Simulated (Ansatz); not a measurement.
PBE exchange is replaced step by step with exact exchange (0 % is PBE, 25 % PBE0; no dispersion term), basis def2-SVP, Ansatz. System: NiI2(H2O)2 (NiI2O2H4). The state is a triplet with charge 0. Geometry: PBE-D4/def2-SVP.

Geometry of the triplet:

Cartesian coordinates in Å:
```
Ni -0.064 0.088 -0.133
I 1.147 1.594 1.520
I -0.542 -2.407 -0.277
O 1.503 0.012 -1.440
H 1.696 -0.946 -1.544
H 2.263 0.391 -0.945
O -1.922 0.552 0.576
H -1.760 1.027 1.422
H -2.322 -0.312 0.820
```

In the def2 sets I takes a core potential; there is no spin–orbit coupling.

HOMO and LUMO are taken over both spins.

```
exact exchange (%)  HOMO (eV)  LUMO (eV)  gap (eV)   ⟨S²⟩
                 0      -5.45      -4.61      0.84  2.002
                10      -6.25      -4.17      2.08  2.003
                15      -6.53      -3.90      2.63  2.003
                25      -6.98      -3.23      3.75  2.003
                40      -7.65      -1.94      5.71  2.004
```
